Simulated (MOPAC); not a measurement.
MOPAC input (AM1):

```
AM1 PRECISE GNORM=0.05 LET XYZ GEO-OK AUX(PRECISION=9) THREADS=1
H2BF2N

B     0.01827732 1   -0.01967071 1    0.02476731 1
F     1.23929023 1   -0.49341957 1   -0.23190531 1
F    -0.51025756 1   -0.29119197 1    1.21980641 1
N    -0.67924097 1    0.73102389 1   -0.92042913 1
H    -1.59871957 1    1.09644554 1   -0.74685486 1
H    -0.29927426 1    0.94624460 1   -1.82508776 1
```

Output:

```
 *******************************************************************************
 **                                                                           **
 **                              MOPAC v23.2.5                                **
 **                                                                           **
 *******************************************************************************
 ** MOPAC's Digital Object Identifier: https://doi.org/10.5281/zenodo.6511958 **
 **                                                                           **
 ** Please cite the open-source release paper for use of this MOPAC version:  **
 ** J. E. Moussa and J. J. P. Stewart (2026)                                  **
 ** MOPAC: An open-source semiempirical molecular orbital program             **
 ** J. Open Source Softw., 11(119), 8025, https://doi.org/10.21105/joss.08025 **
 *******************************************************************************

                              AM1 CALCULATION RESULTS

 *******************************************************************************
 *  AM1        - The AM1 Hamiltonian to be used
 *  GEO-OK     - OVERRIDE INTERATOMIC DISTANCE AND OTHER SAFETY CHECKS
 *  LET        - OVERRIDE SOME SAFETY CHECKS
 *  PRECISE    - TIGHTER CRITERIA TO BE USED
 *  XYZ        - CARTESIAN COORDINATE SYSTEM TO BE USED
 *  GNORM      - EXIT WHEN GRADIENT NORM DROPS BELOW 0.050
 *  AUX        - OUTPUT AUXILIARY INFORMATION
 *******************************************************************************
AM1 PRECISE GNORM=0.05 LET XYZ GEO-OK AUX(PRECISION=9) THREADS=1
 H2BF2N

   ATOM   CHEMICAL          X               Y               Z
  NUMBER   SYMBOL      (ANGSTROMS)     (ANGSTROMS)     (ANGSTROMS)

     1       B          0.01827732  *  -0.01967071  *   0.02476731  *
     2       F          1.23929023  *  -0.49341957  *  -0.23190531  *
     3       F         -0.51025756  *  -0.29119197  *   1.21980641  *
     4       N         -0.67924097  *   0.73102389  *  -0.92042913  *
     5       H         -1.59871957  *   1.09644554  *  -0.74685486  *
     6       H         -0.29927426  *   0.94624460  *  -1.82508776  *

          CARTESIAN COORDINATES

    NO.       ATOM           X           Y           Z

     1         B          0.0183     -0.0197      0.0248
     2         F          1.2393     -0.4934     -0.2319
     3         F         -0.5103     -0.2912      1.2198
     4         N         -0.6792      0.7310     -0.9204
     5         H         -1.5987      1.0964     -0.7469
     6         H         -0.2993      0.9462     -1.8251

  H: (AM1): M.J.S. DEWAR ET AL, J. AM. CHEM. SOC. 107 3902-3909 (1985)
  B: (AM1): M.J.S. DEWAR ET AL, ORGANOMETALLICS, 7, 513-521 (1988)
  N: (AM1): M.J.S. DEWAR ET AL, J. AM. CHEM. SOC. 107 3902-3909 (1985)
  F: (AM1): M.J.S. DEWAR AND E. G. ZOEBISCH, THEOCHEM, 180, 1 (1988).

           Empirical Formula: H2 N B F2  =     6 atoms

      MOLECULAR POINT GROUP   :   C2v

      RHF CALCULATION, NO. OF DOUBLY OCCUPIED LEVELS = 12

          Geometry optimization using EF

          DIAGONAL MATRIX USED AS START HESSIAN

 CYCLE:     1  GRAD.:    63.448 HEAT: -204.5252
 CYCLE:     2  GRAD.:   348.984 HEAT: -187.7648
 CYCLE:     3  GRAD.:   434.396 HEAT: -175.6462
 CYCLE:     4  GRAD.:    82.395 HEAT: -204.2140
 CYCLE:     5  GRAD.:   313.847 HEAT: -183.2098
 CYCLE:     6  GRAD.:   230.590 HEAT: -195.6015
 CYCLE:     7  GRAD.:   211.597 HEAT: -193.6487
 CYCLE:     8  GRAD.:    31.368 HEAT: -206.6415
 CYCLE:     9  GRAD.:    20.409 HEAT: -206.8309
 CYCLE:    10  GRAD.:   243.226 HEAT: -199.8902
 CYCLE:    11  GRAD.:     5.608 HEAT: -206.8897
 CYCLE:    12  GRAD.:    11.364 HEAT: -206.8709
 CYCLE:    13  GRAD.:    28.283 HEAT: -206.7329
 CYCLE:    14  GRAD.:     8.146 HEAT: -206.8747
 CYCLE:    15  GRAD.:     5.567 HEAT: -206.9014
 CYCLE:    16  GRAD.:     0.463 HEAT: -206.9099
 CYCLE:    17  GRAD.:     0.044 HEAT: -206.9100

     GRADIENT =  0.04423 IS LESS THAN CUTOFF =  0.05000

 -------------------------------------------------------------------------------
 AM1 PRECISE GNORM=0.05 LET XYZ GEO-OK AUX(PRECISION=9) THREADS=1
 H2BF2N

     GEOMETRY OPTIMISED USING EIGENVECTOR FOLLOWING (EF).
     SCF FIELD WAS ACHIEVED

                              AM1 CALCULATION
                                                       MOPAC v23.2.5 Linux

          FINAL HEAT OF FORMATION =       -206.90996 KCAL/MOL =    -865.71129 KJ/MOL

          COSMO AREA              =         85.05 SQUARE ANGSTROMS
          COSMO VOLUME            =         66.37 CUBIC ANGSTROMS

          GRADIENT NORM           =          0.04423          =       0.01806 PER ATOM
          IONIZATION POTENTIAL    =         11.241124 EV
          HOMO LUMO ENERGIES (EV) =        -11.241  2.161
          NO. OF FILLED LEVELS    =         12
          MOLECULAR WEIGHT        =         64.8293         POINT GROUP:  C2v

          MOLECULAR DIMENSIONS (Angstroms)

            Atom       Atom       Distance
            H     5    F     2     3.25948
            H     6    F     3     3.11987
            N     4    H     5     0.00000

          SCF CALCULATIONS        =         18

   ATOM   CHEMICAL          X               Y               Z
  NUMBER   SYMBOL      (ANGSTROMS)     (ANGSTROMS)     (ANGSTROMS)

     1       B          0.00044308  *  -0.00046949  *   0.00058363  *
     2       F          1.21180824  *  -0.49901656  *  -0.18914753  *
     3       F         -0.46470064  *  -0.30513459  *   1.20173893  *
     4       N         -0.69167823  *   0.74447177  *  -0.93742466  *
     5       H         -1.58684602  *   1.08251468  *  -0.72814496  *
     6       H         -0.28485141  *   0.93199390  *  -1.80843590  *

                             CARTESIAN COORDINATES

   1    B        0.000443079    -0.000469489     0.000583630
   2    F        1.211808239    -0.499016561    -0.189147530
   3    F       -0.464700645    -0.305134593     1.201738928
   4    N       -0.691678226     0.744471774    -0.937424662
   5    H       -1.586846023     1.082514683    -0.728144964
   6    H       -0.284851413     0.931993898    -1.808435903

           Empirical Formula: H2 N B F2  =     6 atoms

      MOLECULAR POINT GROUP   :   C2v

                  EIGENVALUES
 -50.41425 -48.88775 -34.38477 -21.59575 -18.53820 -17.90014 -16.72340 -15.92184
 -14.26303 -13.94466 -13.94051 -11.24112   2.16137   2.76619   4.54279   5.32760
   7.39124   7.55494

              NET ATOMIC CHARGES AND DIPOLE CONTRIBUTIONS

  ATOM NO.   TYPE          CHARGE      No. of ELECS.   s-Pop       p-Pop
    1          B           0.346734        2.6533     1.00272     1.65054
    2          F          -0.170743        7.1707     1.88432     5.28642
    3          F          -0.170750        7.1708     1.88432     5.28643
    4          N          -0.455241        5.4552     1.43642     4.01882
    5          H           0.225001        0.7750     0.77500
    6          H           0.224998        0.7750     0.77500
 DIPOLE           X         Y         Z       TOTAL
 POINT-CHG.    -1.122     1.208    -1.521     2.243
 HYBRID        -0.173     0.187    -0.235     0.347
 SUM           -1.296     1.395    -1.756     2.590

          ATOMIC ORBITAL ELECTRON POPULATIONS

     Atom    s        px        py        pz
    1  B   1.00272   0.56654   0.49944   0.58456
    2  F   1.88432   1.52272   1.82557   1.93813
    3  F   1.88432   1.88927   1.87120   1.52595
    4  N   1.43642   1.22207   1.59467   1.20209
    5  H   0.77500
    6  H   0.77500

 **********************
 *                    *
 * JOB ENDED NORMALLY *
 *                    *
 **********************

 == MOPAC DONE ==
```

The geometry given is a B3LYP-D3(BJ)/def2-TZVP minimum.
